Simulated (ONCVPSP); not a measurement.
**rhenium (Re): ONCV pseudisation with PBEsol, scalar-relativistic reference atom.**

* Element: rhenium
* Generator: ONCVPSP 4.0.1
* Type: optimised norm-conserving Vanderbilt (ONCV)
* Functional: PBEsol
* Relativity: scalar-relativistic
* Frozen core: [Kr] 4d10 4f14
* Valence charge: 15
* Reference configuration: 5s2 5p6 5d5 6s1 (charge +1)
* Partial waves: 5s+6s: rc 1.70 bohr, ncon 4, nbas 8, qcut 6.3 1/bohr, 2 projectors; 5p: rc 1.65 bohr, ncon 3, nbas 8, qcut 6.7 1/bohr, 2 projectors, debl 0.8 Ha; 5d: rc 2.65 bohr, ncon 4, nbas 9, qcut 5.6 1/bohr, 2 projectors, debl 1.2 Ha
* Local potential: polynomial inside 1.60 bohr (lpopt 5, dvloc0 0 Ha)
* Core correction: polynomial model core, fcfact 0.5

In the p channel the program set the typed energies aside and used -2.016, 0.250 Ha.

All-electron outer shells of the reference configuration (PBEsol, scalar-relativistic, ld1.x):

```
shell  level (eV)  outermost node (bohr)  outermost maximum (bohr)
   5s      -93.08                   0.52                      0.93
   5p      -54.85                   0.56                      1.06
   4f      -50.12                      –                      0.41
   5d      -12.99                   0.62                      1.41
   6s      -12.73                   1.24                      2.48
```

(1) Estimate the cutoffs (Ha) at which the residual kinetic energy of the hardest occupied pseudo-wave falls to 1 and 0.1 mHa per electron.

(2) What does a ghost test show?

(3) Tests: 5s2 5p6 5d5 6s2; 5s2 5p6 5d5 6s0; 5s2 5p6 5d4 6s0; 5s2 5p6 5d5 6s0 6p2. Which has the largest error in its energy relative to the reference configuration, and how large is it?

Results:

(1) 16 Ha and 20 Ha.

(2) No bound ghost flagged; GHOST(+) flagged for s at 281.5 eV.

(3) 5s2 5p6 5d5 6s0, with -8.8 meV (all-electron minus pseudo) on +16.34 eV.
